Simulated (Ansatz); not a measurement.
One geometry of `B[SiH]1BS1`, several functionals.

```yaml
crystal:
  periodic: [false, false, false]
  atoms:
    - {symbol: B, position_ang: [-0.375039, 1.628410, -0.064837]}
    - {symbol: Si, position_ang: [0.662782, -0.039997, -0.141991]}
    - {symbol: B, position_ang: [-0.169225, -1.722430, 0.451071]}
    - {symbol: S, position_ang: [-0.238763, -1.678329, -1.289611]}
    - {symbol: H, position_ang: [0.101508, 2.644203, 0.346485]}
    - {symbol: H, position_ang: [-1.531371, 1.605825, -0.361563]}
    - {symbol: H, position_ang: [2.139092, -0.013400, -0.293913]}
    - {symbol: H, position_ang: [-0.496785, -2.481384, 1.298459]}
basis:
  gaussian: {orbitals: def2-TZVPP}
hamiltonian: {xc: {name: BHLYP}, dispersion: d4}
output: {orbitals: {seedname: orbitals}}
```

```sh
$ ansatz run in.yaml --threads 2 --pin off --events-out ev --progress --plain --max-ram 4352MiB
```

Shortened log:

```
Functional definition: BHLYP
1299 factors; their error is unknown
mean field evaluation 1: about -20128.6539 eV, gradient 2.1e1 eV
mean field evaluation 2: about -20129.4038 eV, gradient 1.6e1 eV
mean field evaluation 4: about -20130.1082 eV, gradient 1.4e0 eV
mean field evaluation 8: about -20130.1796 eV, gradient 2.9e-1 eV
mean field evaluation 16: about -20130.1797 eV, gradient 5.4e-5 eV
mean field -20130.17968738 eV, -739.7704587855 hartree, gradient 5.4e-5 eV, S^2 0.000000; 0 other end points of the search recorded, 0 dependent functions left out
reference -20130.17987287 eV, -739.7704656020 hartree; 22, 22 occupied and 180, 180 virtual orbitals, 1299 factors
Total energy: -20130.44041401 eV, -739.7800403123 hartree
```

Hardware: 2 threads of an Arm Neoverse V2 on a shared host. Wall time 3 s, peak host memory 0.42 GiB.

Changing it to `hamiltonian: {xc: {name: PBE-QIDH}}` (abridged; 4.9 s):

```
Functional definition: PBE-QIDH
mean field evaluation 16: about -20111.8017 eV, gradient 3.3e-4 eV
mean field -20111.80170427 eV, -739.0950803631 hartree, gradient 7.6e-6 eV, S^2 0.000000
12 core orbitals not correlated: weight in the atoms' cores, before any rotation towards them, 1.000 or more for the frozen orbitals, at most 0.000 for the correlated occupied ones
second order -15.22863219 eV of doubles, -0.00000000 eV of singles
Total energy: -20116.87792916 eV, -739.2816281872 hartree
```

Changing it to `hamiltonian: {xc: {name: LC-wPBE}}` (abridged; 2.7 s):

```
Functional definition: LC-wPBE
mean field evaluation 16: about -20123.9079 eV, gradient 1.3e-4 eV
mean field -20123.90788606 eV, -739.5399743381 hartree, gradient 1.5e-5 eV, S^2 0.000000
Total energy: -20123.90788607 eV, -739.5399743384 hartree
```

The same input with `hamiltonian: {xc: {name: wB97X-V}}` (abridged; 8 s):

```
Functional definition: wB97X-V
mean field evaluation 16: about -20127.7468 eV, gradient 9.5e-5 eV
mean field -20127.74679551 eV, -739.6810516583 hartree, gradient 2.7e-5 eV, S^2 0.000000
Total energy: -20127.74679320 eV, -739.6810515733 hartree
```

With the line `hamiltonian: {xc: lda}` (abridged; 1.2 s):

```
Functional definition: SPW92
mean field evaluation 16: about -20045.9576 eV, gradient 7.2e-5 eV
mean field -20045.95755225 eV, -736.6753524070 hartree, gradient 7.2e-5 eV, S^2 0.000000
Total energy: -20045.95759559 eV, -736.6753539998 hartree
```

With the line `hamiltonian: {xc: pbe0, dispersion: d4}` (abridged; 2.8 s):

```
Functional definition: PBE0
mean field evaluation 16: about -20121.8891 eV, gradient 3.4e-5 eV
mean field -20121.88913313 eV, -739.4657865362 hartree, gradient 3.4e-5 eV, S^2 0.000000
Total energy: -20122.04916050 eV, -739.4716674338 hartree
```
